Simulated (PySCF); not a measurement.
C₅H₇F, SMILES C=C1CC[C@@H]1F. Geometry optimised at PBE-D3(BJ)/def2-SVP. The structure was generated by enumeration; whether it is a known compound was not checked.

Computed equilibrium geometry at PBE-D3(BJ)/def2-SVP (PySCF confirms it by a frequency run) as bond lengths and angles:
Atoms: C1 C2 C3 C4 C5 F6 H7 H8 H9 H10 H11 H12 H13. Bonds (Å): C1–C2 1.339, C1–H7 1.101, C1–H8 1.101, C2–C3 1.522, C2–C5 1.516, C3–C4 1.560, C3–H9 1.108, C3–H10 1.111, C4–C5 1.549, C4–H11 1.107, C4–H12 1.107, C5–F6 1.379, C5–H13 1.116. Bond angles (°): C2–C1–H7 121.6, C2–C1–H8 120.5, H7–C1–H8 117.9, C1–C2–C3 135.5, C1–C2–C5 132.4, C3–C2–C5 90.6, C2–C3–C4 87.4, C2–C3–H9 117.1, C2–C3–H10 112.7, C4–C3–H9 117.9, C4–C3–H10 112.3, H9–C3–H10 108.3, C3–C4–C5 88.0, C3–C4–H11 111.1, C3–C4–H12 118.8, C5–C4–H11 109.2, C5–C4–H12 118.0, H11–C4–H12 109.9, C2–C5–C4 88.0, C2–C5–F6 118.0, C2–C5–H13 112.0, C4–C5–F6 118.4, C4–C5–H13 111.6, F6–C5–H13 107.9.
